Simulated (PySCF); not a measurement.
Computed with B3LYP in PySCF with Ta def2-SVP with ECP60, F def2-SVP; scalar-relativistic core potentials, no spin–orbit coupling; density-fitted integrals. Open shells, if any, are unrestricted.

Problem. What spin state, shape and geometry does isolated TaF3 take (every ligand bound to Ta)?

Solution. Formally Ta is in oxidation state +3, d2, with 0 unpaired electrons (the high-spin count would be 2). The polar-tensor charge on Ta, 1.41, is far below the formal one. The lowest minimum found is a singlet of D3h symmetry with Ta–F 1.854 Å (×3); F–Ta–F 120.0° (×3). Its harmonic wavenumbers are 151 (a2''), 159 (e'), 721 (a1'), 732 (e') cm⁻¹ and its dipole moment is 0.00 D.

Other isomers or separated fragments may lie lower. Spin–orbit coupling, left out here, can matter for elements this heavy.
